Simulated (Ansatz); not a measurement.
The cluster ZrAu6⁺, relaxed as a doublet with UKS r2SCAN-D4/def2-SVP in Ansatz, starting from the GFN1-xTB geometry. Force threshold 0.02 eV/Å.

In the def2 sets Au, Zr take a core potential; there is no spin–orbit coupling. The structure comes from a short search, and lower isomers may exist.

Start:

```xyz
7

Zr    0.148    0.188    0.267
Au    1.535   -0.531   -1.981
Au   -1.166   -0.942    2.340
Au   -1.056    0.362   -2.203
Au   -2.532   -0.317    0.008
Au    0.737    2.607    1.017
Au    2.333   -1.366    0.553
```

| step | energy (eV) | largest force component (eV/Å) | SCF passes |
| --- | --- | --- | --- |
| 1 | -23451.2131 | 0.918 | 26 |
| 2 | -23451.3066 | 0.529 | 31 |
| 3 | -23451.3444 | 0.076 | 27 |
| 4 | -23451.3496 | 0.022 | 27 |
| 5 | -23451.3527 | 0.024 | 29 |
| 6 | -23451.3529 | 0.008 | 25 |

Force components are those of the run's own axes.

End:

```xyz
7

Zr    0.1948    0.1383    0.3730
Au    1.4394   -0.6213   -1.9461
Au   -1.3067   -0.9181    2.3208
Au   -1.0167    0.4273   -2.1428
Au   -2.4845   -0.2809   -0.0172
Au    0.6886    2.5020    0.9568
Au    2.4851   -1.2472    0.4555
```

By distances, no bond broke or formed. The bond that changes most is Zr1–Au6, from 2.60 to 2.48 Å (atoms count from 1). The end is the same structure that another start reached, the lowest one found.

No frequencies were taken in this run, so the end may be a saddle point.

It took 2.2 min on 4 threads of Arm Neoverse V2 on a shared host.
